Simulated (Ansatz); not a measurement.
Cost and result for the atomization energy of FH4NOSSn, SMILES `[NH2][Sn]([OH])([F])[SH]` (9 atoms, 8 bonds).

| atom | x (Å) | y (Å) | z (Å) |
| --- | --- | --- | --- |
| N1 | 0.026 | 0.200 | -1.823 |
| Sn2 | 0.011 | 0.018 | 0.157 |
| O3 | 0.760 | 1.694 | 0.787 |
| F4 | 1.175 | -1.345 | 0.866 |
| S5 | -2.106 | -0.611 | 1.022 |
| H6 | 0.898 | 0.565 | -2.186 |
| H7 | -0.212 | -0.648 | -2.320 |
| H8 | 0.971 | 1.689 | 1.724 |
| H9 | -1.522 | -1.562 | 1.773 |

The species carries charge 0 and has multiplicity 1. Correlated methods include outer-core shells of Sn, which these sets cover unevenly. Sn takes the def2 core potential. All single points use the PBE0-D4/def2-TZVP geometry. It is one conformer, not always the lowest. Program: Ansatz. All runs use 4 threads of an Arm Neoverse V1 on a shared host. Times are those of one run each, without the atoms' runs, and a repeat can differ threefold. Electronic energies, without spin–orbit coupling; frozen cores. CCSD(T)/CBS adds CCSD(T) − MP2 in def2-TZVPP to the MP2 limit, and its time is that of the two runs behind it. T1 = 0.014. With those shells the extrapolation isn't a true limit.

CCSD(T)/CBS is a level of theory with its own doubt, some kJ/mol a heavy atom from the limit and from the frozen cores, so smaller differences don't rank the functionals.

| level | functions | wall time |
| --- | --- | --- |
| LDA (SPW92)/def2-TZVPP | 241 | 1.6 s |
| revPBE-D4/def2-TZVPP | 241 | 3.1 s |
| BLYP-D4/def2-TZVPP | 241 | 3.6 s |
| BHLYP-D4/def2-TZVPP | 241 | 3.8 s |
| PBE0-D4/def2-TZVPP | 241 | 4.8 s |
| r2SCAN-D4/def2-TZVPP (with forces) | 241 | 6 s |
| r2SCANh-D4/def2-TZVPP | 241 | 7.5 s |
| CCSD(T)/def2-SVP | 106 | 9 s |
| ωB97X-V/def2-TZVPP | 241 | 9.1 s |
| B97M-V/def2-TZVPP | 241 | 12 s |
| MP2/def2-QZVPP | 443 | 19 s |
| CCSD(T)/def2-TZVPP | 241 | 4.6 min |
| CCSD(T)/CBS(def2) | – | 4.9 min |

(1) What atomization energy does each give, and how far from CCSD(T)/CBS? (An estimate is asked.)

## Answers

(1) Ansatz gave: 
| level | atomization (kcal/mol) | difference from CCSD(T)/CBS | per bond |
| --- | --- | --- | --- |
| LDA (SPW92)/def2-TZVPP | 816.2 | 112.5 | 14.1 |
| revPBE-D4/def2-TZVPP | 687.1 | -16.6 | -2.1 |
| BLYP-D4/def2-TZVPP | 697.3 | -6.4 | -0.8 |
| BHLYP-D4/def2-TZVPP | 657.0 | -46.7 | -5.8 |
| PBE0-D4/def2-TZVPP | 686.1 | -17.6 | -2.2 |
| r2SCAN-D4/def2-TZVPP (with forces) | 693.4 | -10.3 | -1.3 |
| r2SCANh-D4/def2-TZVPP | 684.2 | -19.5 | -2.4 |
| CCSD(T)/def2-SVP | 624.0 | -79.7 | -10.0 |
| ωB97X-V/def2-TZVPP | 700.5 | -3.2 | -0.4 |
| B97M-V/def2-TZVPP | 700.3 | -3.4 | -0.4 |
| MP2/def2-QZVPP | 707.6 | 3.9 | 0.5 |
| CCSD(T)/def2-TZVPP | 672.9 | -30.8 | -3.8 |
| CCSD(T)/CBS(def2) | 703.7 | 0.0 | 0.0 |

In def2-TZVPP, CCSD(T) changes the Hartree–Fock value by +230.9 kcal/mol (the triples alone add +15.9 kcal/mol) and MP2 by +246.9 kcal/mol; breaking electron pairs costs correlation energy, which Hartree–Fock lacks. From r2SCAN to r2SCAN0 (25 % exact exchange), in def2-TZVPP and without D4, the atomization energy moves by −22.5 kcal/mol: exact exchange takes away binding that semilocal exchange gives to molecules. At CCSD(T), def2-SVP lies −79.7 kcal/mol from the extrapolated value and def2-TZVPP −30.7 kcal/mol: correlation converges slowly with the basis, and small sets miss more of it in the bonded molecule than in its fragments.

Spin–orbit coupling would lower the free Sn atoms strongly, and the atomization energy with them, by more than many differences here. For some Ge, Se and Sn compounds the MP2-based and the directly extrapolated limit differ by 10 to 25 kJ/mol.
